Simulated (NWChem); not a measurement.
System: CH6FNSi2; SMILES F[Si@H]1CN[SiH2]1

```xyz
11

F     -0.3706     2.1958     0.4534
Si    -0.0340     0.8798    -0.4368
C      1.5028    -0.1286     0.1270
N      0.8000    -1.4320     0.1413
Si    -0.9338    -1.2132     0.0620
H      0.0273     1.3431    -1.8522
H      2.3471    -0.1157    -0.5770
H      1.8829     0.1778     1.1134
H      1.3394    -2.2575     0.3763
H     -1.7122    -1.4011     1.3264
H     -1.6176    -2.0460    -0.9716
```
Atoms are numbered in this order, from 1.

Program: NWChem. Pople sets run with spherical d functions. Structure relaxed at the B3LYP/6-31G* (spherical d) level. Level B3LYP/6-31G*: energy and gradient on several grids; changes count from the extra-fine grid, which is no exact limit either.

Problem. Which is the coarsest grid (xfine; fine; medium; xcoarse; coarse) from which on the energy stays within 50 μHa and each gradient component within 100 μHa/bohr of xfine?

Solution. medium.
| grid | size of the energy change (μHa) | largest change of a gradient component (μHa/bohr) | time, medium = 1 (rough) |
|---|---|---|---|
| xcoarse | 6000 | 3000 | about 1 |
| coarse | 20 | 200 | about 1 |
| medium | < 10 | 60 | about 1 |
| fine | < 10 | < 30 | about 1 |
| xfine | < 10 | < 30 | 2 |
